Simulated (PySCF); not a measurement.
# Spinor energies of Rb⁻ (rubidium, charge -1)

Start: [Kr] 5s2. Calculated with PySCF 2.14 in x2c-TZVPPall-2c with one added diffuse shell each of s, p, d, f type (9s10p8d3f1g, 109 functions): generalised Hartree-Fock with the X2C-1e Hamiltonian and a Gaussian nucleus; spin-orbit coupling (SO) screened by Boettger's factors.

```
spinor shell  electrons  ε, screened SO (eV)  weight of nominal j (screened SO)  rms radius, screened SO (bohr)
       1s1/2          2             -15283.2                              1.000                          0.0464
       2s1/2          2              -2104.6                              1.000                           0.192
       2p1/2          2              -1901.7                              1.000                           0.169
       2p3/2          4              -1839.9                              1.000                           0.173
       3s1/2          2              -338.33                              1.000                           0.543
       3p1/2          2              -263.94                              1.000                           0.550
       3p3/2          4              -254.18                              1.000                           0.561
       3d3/2          4              -123.98                              1.000                           0.575
       3d5/2          6              -122.34                              1.000                           0.579
       4s1/2          2              -39.344                              1.000                            1.57
       4p1/2          2              -19.399                              1.000                            1.83
       4p3/2          4              -18.401                              1.000                            1.87
       5s1/2          2               -0.210                              1.000                            8.20
```

```csv
quantity,screened SO
E (hartree),-2979.21538
M_J,0
⟨J²⟩,0.000
⟨L²⟩,0.005
⟨S²⟩,0.005
```

Breit and QED terms are absent; they matter most for the inner s and p1/2 levels.

Densities and radii are taken from the X2C orbitals without a picture-change correction, which distorts them close to the nucleus.
